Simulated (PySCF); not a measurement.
Si(H)(I)2(Me) (CH4I2Si), SMILES C[SiH](I)I. Atoms are numbered in the order given.

```xyz
8

Si     0.5229     0.9237     0.0000
C     -0.4128     2.5500     0.0000
I     -0.0477    -0.3582     2.0333
I     -0.0477    -0.3582    -2.0333
H      2.0112     1.1043     0.0000
H     -0.1464     3.1343     0.9041
H     -0.1464     3.1343    -0.9041
H     -1.5048     2.3665     0.0000
```

Geometry: PBE-D3(BJ)/def2-SVP. The def2 effective core potentials stand for the cores of I; spin–orbit coupling is left out.

The numbers are results of PBE-D3(BJ)/def2-SVP run with PySCF, not measurements.

Frequencies are harmonic and unscaled.

| mode | ν (cm⁻¹) | IR (km/mol) | moving atoms (share of kinetic energy) |
|---|---|---|---|
| 1 | 80 | 0.2 | I 85 %, Si 10 % |
| 2 | 149 | 0.0 | C 52 %, H 35 %, I 13 % |
| 3 | 173 | 0.0 | H 95 % |
| 4 | 180 | 1.5 | Si 36 %, C 32 %, H 20 %, I 12 % |
| 5 | 307 | 11.4 | Si 67 %, I 21 % |
| 6 | 377 | 87.3 | Si 79 %, I 14 % |
| 7 | 624 | 5.1 | H 87 %, C 12 % |
| 8 | 686 | 44.6 | H 95 % |
| 9 | 708 | 55.9 | C 40 %, Si 38 %, H 22 % |
| 10 | 788 | 200.8 | H 76 %, C 16 % |
| 11 | 853 | 102.8 | H 80 %, C 15 % |
| 12 | 1208 | 14.1 | H 79 %, C 21 % |
| 13 | 1367 | 6.9 | H 96 % |
| 14 | 1374 | 1.7 | H 96 % |
| 15 | 2182 | 68.2 | H 97 % |
| 16 | 2978 | 0.1 | H 97 % |
| 17 | 3084 | 0.0 | H 91 %, C 9 % |
| 18 | 3097 | 0.1 | H 91 %, C 9 % |
